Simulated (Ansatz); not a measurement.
A nudged elastic band was laid between two geometries of C3H9NOSi (15 atoms, charge 0, multiplicity 1).

All numbers below come from RKS PBE-D4/cc-pVDZ (Ansatz).

```yaml
movable_images: 5
climbing_image: yes
spring: 5.0 eV/Å²
optimiser: quadratic models (default)
start_path: through a guess of the saddle point
force_threshold: 0.03 eV/Å
iteration_limit: 60
end_points: relaxed
```

First end point:

```xyz
15
Properties=species:S:1:pos:R:3
N 0.213 -2.247 -0.683
Si 1.201 -1.019 0.131
C 0.688 0.694 -0.524
C -0.791 0.955 -0.358
C -1.355 1.489 0.900
O -1.223 2.331 -0.262
H 0.567 -3.205 -0.565
H -0.774 -2.258 -0.395
H 1.099 -0.985 1.648
H 2.633 -1.322 -0.240
H 0.973 0.764 -1.595
H 1.262 1.469 0.026
H -1.454 0.328 -0.987
H -2.391 1.236 1.194
H -0.670 1.720 1.737
```

Last end point:

```xyz
15
Properties=species:S:1:pos:R:3
N 0.353 -2.467 -0.416
Si 1.225 -1.038 0.155
C 0.650 0.657 -0.525
C -0.821 0.903 -0.295
C -1.327 1.529 0.943
O -1.287 2.270 -0.291
H -0.630 -2.523 -0.122
H 0.386 -2.628 -1.430
H 1.066 -1.025 1.657
H 2.676 -1.227 -0.220
H 0.883 0.710 -1.611
H 1.246 1.455 -0.030
H -1.503 0.205 -0.821
H -2.336 1.278 1.321
H -0.602 1.849 1.715
```

Q: Which bonds break or form, and what moves?

A: No bond is made or broken. The dihedral H8–N1–Si2–C3 goes from -71 to 61°.

Q: Give the energies along the band, and the barrier.

A: The forces met the threshold. The highest image is number 3 of 0 to 6, 6.4 kJ/mol above the first end and 5.2 kJ/mol above the last; the last end lies 1.2 kJ/mol above the first. A vibrational analysis at the climbing image gives one clearly imaginary mode, 198i cm⁻¹: a first-order saddle point.

```tsv
image	path coordinate (Å)	energy (kJ/mol)	dihedral H8–N1–Si2–C3 (°)
0	0.00	0.0	-71
1	0.58	0.7	-58
2	1.15	3.9	-32
3	1.73	6.4	-1
4	2.17	5.0	21
5	2.60	2.4	41
6	3.04	1.2	61
```

Q: What is the geometry of the highest image?

A: 
```xyz
15
Properties=species:S:1:pos:R:3
N 0.412 -2.380 -0.661
Si 1.226 -1.041 0.158
C 0.634 0.629 -0.546
C -0.830 0.892 -0.288
C -1.297 1.545 0.951
O -1.278 2.265 -0.299
H -0.013 -3.093 -0.061
H -0.265 -2.119 -1.385
H 0.957 -1.093 1.649
H 2.724 -1.121 -0.036
H 0.848 0.655 -1.637
H 1.245 1.435 -0.088
H -1.534 0.192 -0.781
H -2.300 1.314 1.355
H -0.549 1.869 1.698
```

Q: What are the harmonic wavenumbers there?

A: 198i, 51, 82, 130, 252, 365, 373, 386, 527, 639, 671, 750, 789, 804, 832, 841, 911, 925, 948, 997, 1055, 1085, 1108, 1132, 1167, 1251, 1363, 1390, 1464, 1510, 2109, 2118, 2970, 2995, 3006, 3028, 3087, 3464, 3555 cm⁻¹.

The band took 10 iterations and about 6 core-minutes.

Time of the run: 3 min on 2 threads of Arm Neoverse V1, with other jobs on the host, peak memory 0.19 GiB.
